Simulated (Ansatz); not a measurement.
Basis sets compared for the cluster Cs₂I₂ (the lowest singlet isomer of a short search). Total charge 0; singlet. Geometry B3LYP-D4/def2-SVP. Ansatz on 4 threads of Arm Neoverse V2 on a shared host; times are rough, and most runs start from earlier orbitals.

```xyz
4

Cs   -0.0161   -0.8445    2.3802
Cs    0.0160    0.8444   -2.3799
I    -1.3819    2.0979    0.7348
I     1.3821   -2.0978   -0.7351
```

In the def2 sets Cs, I take a core potential; there is no spin–orbit coupling. The structure comes from a short search, and lower isomers may exist.

Binding counts from free atoms (Cs doublet, I doublet) in the same basis, without a counterpoise term.

```csv
level,functions,energy (Eh),HOMO (eV),LUMO (eV),binding per atom (eV),wall time
PBE-D4/def2-SVP,100,-635.9190,-4.68,-1.37,2.13,1.3 s
PBE-D4/def2-TZVP (with forces),158,-635.9397,-4.81,-1.34,2.14,2.1 s
r2SCAN-D4/def2-TZVP,158,-636.2123,-5.04,-0.72,2.21,3.2 s
PBE0-D4/def2-SVP,100,-635.9666,-5.73,-0.90,2.16,1.9 s
PBE0-D4/def2-TZVP,158,-635.9847,-5.84,-0.87,2.17,2.6 s
```

(1) Estimate the rows for PBE-D4/def2-TZVPD, r2SCAN-D4/def2-TZVPD, PBE0-D4/def2-TZVPD.

Answers

(1) 
| level | functions | energy (Eh) | HOMO (eV) | LUMO (eV) | binding per atom (eV) | wall time |
| --- | --- | --- | --- | --- | --- | --- |
| PBE-D4/def2-TZVPD | 182 | -635.9403 | -4.80 | -1.34 | 2.14 | 2.6 s |
| r2SCAN-D4/def2-TZVPD | 182 | -636.2132 | -5.03 | -0.70 | 2.22 | 4.6 s |
| PBE0-D4/def2-TZVPD | 182 | -635.9854 | -5.83 | -0.86 | 2.17 | 3.2 s |
